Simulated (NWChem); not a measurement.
# Atomisation of CH$_{2}$Cl

```xyz
4

C      0.0000     0.0000    -1.1205
Cl     0.0000     0.0000     0.5875
H      0.9620     0.0000    -1.6325
H     -0.9620     0.0000    -1.6325
```
Charge 0, spin multiplicity 2.

The numbers come from NWChem runs, not from measurements. The geometry was optimised at UB3LYP/def2-SVP, a minimum by its harmonic frequencies.

Basis set: def2-TZVP. The atomisation energy is electronic alone: no zero-point, thermal, spin-orbit or counterpoise terms. No value is extrapolated to the basis-set limit. Free atoms are single determinants with multiplicities C 3, Cl 2, H 2. Correlated methods freeze the same cores in atoms and molecule, 6 orbitals in all.

B3LYP has NWChem's definition, with VWN1-RPA local correlation. The structure started from a generated list of species. The unpaired electrons of the parent sit in orbitals of symmetry b2 (C2v labels of the run); other states weren't searched. No SCF solution was tested for a lower state. Open-shell Hartree-Fock references start from PBE0 orbitals. Coupled-cluster values serve here as a point of comparison, not as the truth.

One of these methods gave an atomisation energy of 212.6 kcal/mol. Which?
(A) CCSD(T)
(B) PBE0
(C) B3LYP
(D) HF

D, HF. The others give 287.6 (B3LYP), 292.1 (PBE0), 276.6 (CCSD(T)).
